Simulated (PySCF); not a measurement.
**BeAs: script and output**

The script input.py:

```python
from pyscf import gto, scf, cc

mol = gto.M(
    atom='Be 0 0 0; As 0 0 2.135',
    basis='aug-cc-pvdz',
    charge=0,
    spin=3,
    verbose=4,
)
mf = scf.UHF(mol)
mf.kernel()
mycc = cc.CCSD(mf, frozen=9)
mycc.kernel()
mycc.ccsd_t()
mf.dip_moment()
print('orbital energies (hartree):', [e[max(0, n-3):n+3].round(4) for e, n in zip(mf.mo_energy, mol.nelec)])
```

```bash
$ OMP_NUM_THREADS=1 python input.py
```

Output (some set-up lines and the per-cycle HOMO/LUMO lines with their warnings removed):

```
PySCF version 2.14.0

[INPUT] Symbol           X                Y                Z      unit          X                Y                Z       unit  Magmom
[INPUT]  1 Be     0.000000000000   0.000000000000   0.000000000000 AA    0.000000000000   0.000000000000   0.000000000000 Bohr   0.0
[INPUT]  2 As     0.000000000000   0.000000000000   2.135000000000 AA    0.000000000000   0.000000000000   4.034565275946 Bohr   0.0

nuclear repulsion = 32.7172795510258
number of shells = 17
number of NR pGTOs = 121
number of NR cGTOs = 59
basis = aug-cc-pvdz
ecp = {}

******** <class 'pyscf.scf.uhf.UHF'> ********
method = UHF
initial guess = minao
damping factor = 0
level_shift factor = 0
DIIS = <class 'pyscf.scf.diis.CDIIS'>
SCF conv_tol = 1e-09
SCF max_cycles = 50
number electrons alpha = 20  beta = 17
init E= -2248.01865289495

cycle= 1 E= -2248.72580880579  delta_E= -0.707  |g|= 0.121  |ddm|= 0.929
cycle= 2 E= -2248.75602613211  delta_E= -0.0302  |g|= 0.061  |ddm|= 0.265
cycle= 3 E= -2248.76484699502  delta_E= -0.00882  |g|= 0.0336  |ddm|= 0.138
cycle= 4 E= -2248.76941116501  delta_E= -0.00456  |g|= 0.0144  |ddm|= 0.115
cycle= 5 E= -2248.77036386039  delta_E= -0.000953  |g|= 0.00683  |ddm|= 0.0544
cycle= 6 E= -2248.77057396205  delta_E= -0.00021  |g|= 0.00281  |ddm|= 0.0325
cycle= 7 E= -2248.77060840989  delta_E= -3.44e-05  |g|= 0.000657  |ddm|= 0.0173
cycle= 8 E= -2248.77060942733  delta_E= -1.02e-06  |g|= 0.000192  |ddm|= 0.00237
cycle= 9 E= -2248.77060954594  delta_E= -1.19e-07  |g|= 5.22e-05  |ddm|= 0.00115
cycle= 10 E= -2248.77060955401  delta_E= -8.07e-09  |g|= 1.3e-05  |ddm|= 0.000241
cycle= 11 E= -2248.77060955446  delta_E= -4.56e-10  |g|= 4.05e-06  |ddm|= 5.9e-05
Extra cycle  E= -2248.7706095545  delta_E= -3.41e-11  |g|= 2.29e-06  |ddm|= 9.08e-06
converged SCF energy = -2248.7706095545  <S^2> = 3.763311  2S+1 = 4.00665

******** <class 'pyscf.cc.uccsd.UCCSD'> ********
CC2 = 0
CCSD nocc = (np.int64(11), np.int64(8)), nmo = (50, 50)
frozen orbitals 9
max_cycle = 50
direct = 0
conv_tol = 1e-07
conv_tol_normt = 1e-06
Init t2, MP2 energy = -0.106239339396764
Init E_corr(UCCSD) = -0.106239339405292
cycle = 1  E_corr(UCCSD) = -0.119825195246174  dE = -0.0135858558  norm(t1,t2) = 0.0624515
cycle = 2  E_corr(UCCSD) = -0.124166916946009  dE = -0.0043417217  norm(t1,t2) = 0.0286833
cycle = 3  E_corr(UCCSD) = -0.12705400652033  dE = -0.00288708957  norm(t1,t2) = 0.0181384
cycle = 4  E_corr(UCCSD) = -0.127271453541629  dE = -0.000217447021  norm(t1,t2) = 0.00658423
cycle = 5  E_corr(UCCSD) = -0.127205292350026  dE = 6.61611916e-05  norm(t1,t2) = 0.00367826
cycle = 6  E_corr(UCCSD) = -0.127268384938505  dE = -6.30925885e-05  norm(t1,t2) = 0.00129398
cycle = 7  E_corr(UCCSD) = -0.127287423121957  dE = -1.90381835e-05  norm(t1,t2) = 0.000473566
cycle = 8  E_corr(UCCSD) = -0.127283258999393  dE = 4.16412256e-06  norm(t1,t2) = 0.000180422
cycle = 9  E_corr(UCCSD) = -0.12728492667202  dE = -1.66767263e-06  norm(t1,t2) = 7.02087e-05
cycle = 10  E_corr(UCCSD) = -0.127284209122396  dE = 7.17549624e-07  norm(t1,t2) = 2.41609e-05
cycle = 11  E_corr(UCCSD) = -0.12728404585846  dE = 1.63263936e-07  norm(t1,t2) = 9.27337e-06
cycle = 12  E_corr(UCCSD) = -0.12728383450229  dE = 2.1135617e-07  norm(t1,t2) = 4.224e-06
cycle = 13  E_corr(UCCSD) = -0.127283751811051  dE = 8.26912387e-08  norm(t1,t2) = 2.23442e-06
cycle = 14  E_corr(UCCSD) = -0.127283712910857  dE = 3.8900194e-08  norm(t1,t2) = 1.11965e-06
cycle = 15  E_corr(UCCSD) = -0.127283690999116  dE = 2.19117413e-08  norm(t1,t2) = 4.76973e-07
UCCSD converged
E(UCCSD) = -2248.897893245496  E_corr = -0.1272836909991156
UCCSD(T) correction = -0.00475124511365402
Dipole moment(X, Y, Z, Debye):  0.00000,  0.00000, -0.62319
orbital energies (hartree): [array([-0.3633, -0.3633, -0.3004,  0.0178,  0.0178,  0.0222]), array([-2.1082e+00, -6.4100e-01, -3.5260e-01,  1.1000e-03,  1.1000e-03,
        1.5800e-02])]
```

In short: E(SCF) = -2248.770610 Eh, 11 cycles, E(CCSD) − E(SCF) = -0.12728 Eh, (T) = -0.00475 Eh, ⟨S²⟩ = 3.763, μz(SCF) = -0.62 D.

Run time: 26 s on 1 thread of Arm Neoverse N1 (shared host).

The bond length is a typed value, not an optimised one. No search for the lowest solution was made.
